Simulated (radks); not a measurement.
Values are calculated unless marked as measured or tabulated.
The iodine ion I+ inside a hard spherical wall (all orbitals vanish at R), configuration held at [Kr] 4d10 5s2 5p4 and not refilled when levels cross. Code: a radial shooting solver on a logarithmic mesh with Libxc functionals. Model: scalar-relativistic Kohn-Sham, LDA (Slater exchange, VWN5 correlation), spin-polarised, spherical densities, finite nucleus; open shells are filled with parallel spins first (spin-orbit coupling, left out, can overturn this in heavy ions); Fermi nuclear charge, rms radius 4.75 fm. Eigenvalues in eV for spin up, with the zero of energy where the potential of the charges vanishes at infinity; a dash marks a level that is unbound or too diffuse for the functional's potential to be trusted. A positive occupied level is held by the wall or, in an anion where self-interaction has pushed it up, behind a barrier. The pressure on the wall is -dE/dV.

| R (bohr) | E (hartree) | kinetic (hartree) | e(4p) | e(4d) | e(5s) | e(5p) | e(6s, empty) | e(5d, empty) | pressure (GPa) |
|---|---|---|---|---|---|---|---|---|---|
| free | -7110.00804 | 7460.655 | -136.94 | -59.955 | -27.042 | -16.061 | -5.332 | -4.331 | 0 |
| 15 | -7110.00804 | 7460.655 | -136.94 | -59.955 | -27.042 | -16.061 | -5.332 | -4.330 | < 0.0001 |
| 12 | -7110.00804 | 7460.655 | -136.94 | -59.955 | -27.042 | -16.061 | -5.318 | -4.324 | < 0.0001 |
| 7 | -7110.00678 | 7460.670 | -136.88 | -59.893 | -26.993 | -16.011 | -4.034 | -3.799 | 0.112 |
| 6 | -7110.00006 | 7460.734 | -136.65 | -59.669 | -26.820 | -15.823 | -2.154 | -3.025 | 0.947 |
| 5 | -7109.95937 | 7461.042 | -135.75 | -58.790 | -26.146 | -15.037 | 2.784 | -0.952 | 8.16 |
| 4 | -7109.71705 | 7462.460 | -132.64 | -55.777 | -23.670 | -11.930 | 16.921 | 5.113 | 76.3 |
| 3.5 | -7109.28992 | 7464.551 | -129.12 | -52.398 | -20.441 | -7.770 | 32.970 | 12.142 | 250 |
| 3 | -7108.19024 | 7469.286 | -122.98 | -46.546 | -13.594 | 0.984 | 63.127 | 25.648 | 898 |
| 2 | -7095.27094 | 7516.836 | -88.245 | -12.201 | 48.411 | 74.876 | 263.64 | 120.51 | 20600 |
